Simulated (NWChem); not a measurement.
**Worked example: ideal-gas entropy of GeH2 (SMILES [GeH2])**

A singlet with charge 0, relaxed at B3LYP/6-31G* (spherical functions) (NWChem 7.3.0):

```xyz
3

Ge    0.0000    0.0000   -0.0757
H    -1.1397    0.0000    1.0601
H     1.1397    0.0000    1.0601
```

Harmonic wavenumbers in cm⁻¹: 941, 1881, 1898.

Masses in u: Ge 72.63, H 1.008. Take T = 298.15 K, p = 1 bar, R = 8.3145 J/(mol K), kT/hc = 207.22 cm⁻¹, rigid rotor and harmonic oscillator.

Work out S° at 298 K.


1. Translation (Sackur–Tetrode): S = R[3/2 ln M + 5/2 ln T − 1.1517] with M = 74.646 gives 162.6 J/(mol K).
2. Rotation: principal moments 2.530, 2.619, 5.149 u Å² give A, B, C = 6.6618, 6.4376, 3.2739 cm⁻¹; the symmetry number is σ = 2; q = (√π/σ)√((kT/hc)³/ABC) = 223; S = R(ln q + 3/2) = 57.4.
3. Vibration: with u = ν̃/207.22, each mode gives R[u/(eᵘ − 1) − ln(1 − e⁻ᵘ)]; the sum is 0.5, most from 941 cm⁻¹ (0.5).
4. Spin: R ln 1 = 0.0.
5. Sum: 162.6 + 57.4 + 0.5 + 0.0 = 220.5 J/(mol K).

No measured value is set beside it here.
